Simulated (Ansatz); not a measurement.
`N[Si]1(O)OB1Cl`, charge 0, multiplicity 1.

(1) Give a relaxed structure at PBE0-D4/def2-TZVP (the Gaussian-basis code of Ansatz). (Estimate.)

## Answers

(1) Ansatz gave: 
Z-matrix (Å, degrees):
```
Si
O 1 1.632
O 1 1.722 2 107.8
N 1 1.689 2 108.6 3 -132.2
B 1 1.875 2 123.9 3 46.1
H 2 0.958 1 117.3 3 172.3
H 4 1.007 1 122.6 2 32.6
H 4 1.006 1 121.3 2 -169.9
Cl 5 1.732 1 168.7 2 99.2
```
This is one stationary point; other conformers may exist.
